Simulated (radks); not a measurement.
Results of a calculation; reference values are marked as such.
Coherent X-ray form factor from a spherical all-electron density. Code: a radial shooting solver on a logarithmic mesh with Libxc functionals. Model: scalar-relativistic Kohn-Sham, PBE, spin-polarised, spherical densities, finite nucleus; Fermi nuclear charge, rms radius of each element as measured or else 0.836 A^(1/3) + 0.57 fm.

sin(theta)/lambda (1/angstrom),f0 (electrons)
0.05,14.724
0.1,13.966
0.15,12.901
0.2,11.733
0.25,10.625
0.3,9.668
0.4,8.256
0.5,7.316
0.6,6.573
0.8,5.219
1,4.008
1.25,2.874
1.5,2.162
2,1.503

The species is in the configuration that NIST lists as its ground one. Which atom or ion scatters so?

Answer. The chlorine ion Cl2+, [Ne] 3s2 3p3. Extrapolating in s^2 from the first two rows gives f0(0) = 15.0, near the electron count 15; among species with that count, the fall with angle is slower the higher Z, and the table is that of Z = 17; from so few rows the species is fixed only to a neighbour or two.
